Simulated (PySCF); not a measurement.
A run for PySCF: R-MP2/6-31G* on SH-, 2S+1 = 1, a spin state set in the input, which need not be the lowest, a point of a bond scan (R = 1.352 Å). Charge -1.

```python
from pyscf import gto, scf, dft, mp
from pyscf.data.elements import chemcore

mol = gto.M(
    atom='''
    H     0.00000000    0.00000000    0.00000000
    S     0.00000000    0.00000000    1.35213700
    ''',
    basis='6-31g*',
    cart=True,
    charge=-1, spin=0, verbose=3, max_memory=1800)
mf = scf.RHF(mol)
mf.conv_tol = 1e-8
mf.max_cycle = 100
mf.kernel()
if not mf.converged:
    mf = mf.newton().run(mf.mo_coeff, mf.mo_occ)
pt = mp.MP2(mf, frozen=chemcore(mol)).run()
```

Problem. Give the final energy of this run.

Solution. -398.2105 hartree.
